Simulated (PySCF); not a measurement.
**Which determinant of InI⁺ lies lowest?**

Unrestricted PBE0; PySCF, scalar-relativistic core potentials, basis sets In def2-SVP with ECP28, I def2-SVP with ECP28. Outer shells of the fragments: In+ 4d10 5s2; I 4d10 5s2 5p5.

Followed along the bond (rough minima from three points):

```csv
2Ms+1,unpaired,⟨S²⟩ at the start,R at minimum (Å),Te (eV)
2,π ↑,0.75,3.36,0.00
2,σ ↑,0.76,2.74,0.06
4,"σ ↑, π ↑↑",3.76,2.95,4.03
```

Solutions found at the starting distance of 2.800 Å, counted from the lowest of them; the search is not exhaustive and high or unbound solutions are not listed, so other states can lie among these:

```csv
2Ms+1,unpaired,term,E (eV),⟨S²⟩,⟨Lz²⟩,μ (D)
2,σ ↑,²Σ⁺,0.00,0.76,0.00,-5.08
2,π ↑,²Π,0.37,0.75,1.01,-1.81
4,"σ ↑, π ↑↑",mixed,4.00,3.76,2.01,-0.07
4,"σ ↑, π ↑↑",mixed,4.13,3.76,2.01,-0.06
2,"σ ↑, π ↑↓",mixed,4.26,1.75,2.01,-0.24
4,"σ ↑↑, π ↑",⁴Π,5.52,3.75,1.01,0.25
4,π ↑↑↑,⁴Π,6.61,3.76,1.00,5.87
```

A term symbol is given only where ⟨S²⟩ and ⟨Lz²⟩ are close to those of a pure state; real π, δ and φ orbitals otherwise mix terms. A positive dipole points towards I; it is taken about the centre of mass and depends on that origin.

Question: Compare the gap between the two lowest followed solutions at the starting distance with the gap between their minima.

Answer: At PBE0 the second solution (doublet, unpaired electrons σ ↑) lies -0.37 eV from the first (doublet, unpaired electrons π ↑) at 2.800 Å and +0.06 eV at the minima; the two curves relax by different amounts, since their minima lie near 2.74 and 3.36 Å.

Spin–orbit coupling is left out. Counting both spins, an empty level lies below a filled one in some of these solutions, because spin and occupation are held.
